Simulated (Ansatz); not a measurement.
Gas-phase reaction in SMILES: C[CH]C/C=C\C → C[C@H]1C[CH]CC1
Structures are relaxed separately at B3LYP-D3(BJ)/def2-TZVP in Ansatz (an electronic-structure program), one conformer each, not searched for the lowest. Frequencies are from Ansatz.

Quantity: isomerisation energy (enthalpy at 298 K, with B3LYP-D3(BJ) rigid-rotor harmonic-oscillator terms), in eV. Valence correlation only, unless marked. UHF or UKS for open shells. No spin-orbit coupling. Non-relativistic unless marked X2C. Basis-set limits of correlation are two-point, X^-3; Hartree-Fock from the larger set. The bracket is a focal-point correction in the basis named.

| level | program | isomerisation energy (eV) |
|---|---|---|
| SVWN5/def2-TZVPD | Ansatz | ___ |
| PBE/def2-TZVPD | Ansatz | -0.67 |
| revPBE-D3(BJ)/def2-TZVPD | Ansatz + dftd3 | -0.65 |
| PBE0-D3(BJ)/def2-TZVPD | Ansatz + dftd3 | -0.82 |
| BHLYP/def2-TZVPD | Ansatz | ___ |
| r2SCANh-D4/def2-TZVPD | Ansatz + dftd4 | -0.76 |
| r2SCAN0-D4/def2-TZVPD | Ansatz + dftd4 | -0.82 |
| r2SCAN0/def2-TZVPD | Ansatz | -0.82 |
| HSE06-D4/def2-TZVPD | Ansatz + dftd4 | -0.82 |
| CAM-B3LYP/def2-TZVPD | Ansatz | -0.67 |
| wB97X-V/def2-TZVPD | Ansatz | -0.84 |
| B2GP-PLYP/def2-TZVPD | Ansatz | ___ |
| B2PLYP-D3(BJ)/def2-TZVPD | Ansatz + dftd3 | -0.64 |
| SCS-MP2/STO-3G | Ansatz | -1.98 |
| SCS-MP2/cc-pwCVTZ | Ansatz | -0.74 |
| CCSD/6-31G | Ansatz | ___ |
| CCSD/cc-pwCVTZ | Ansatz | -0.74 |
| X2C-CCSD(T)/cc-pVTZ-DK | Ansatz | -0.73 |
| RI-MP2/CBS(cc-pVTZ,cc-pVQZ)+[CCSD(T)-MP2]/cc-pVTZ | Ansatz | -0.73 |

Task: Complete the blanks.

Result: 
- SVWN5/def2-TZVPD, isomerisation energy (eV): -0.95
- BHLYP/def2-TZVPD, isomerisation energy (eV): -0.66
- B2GP-PLYP/def2-TZVPD, isomerisation energy (eV): -0.68
- CCSD/6-31G, isomerisation energy (eV): -0.57
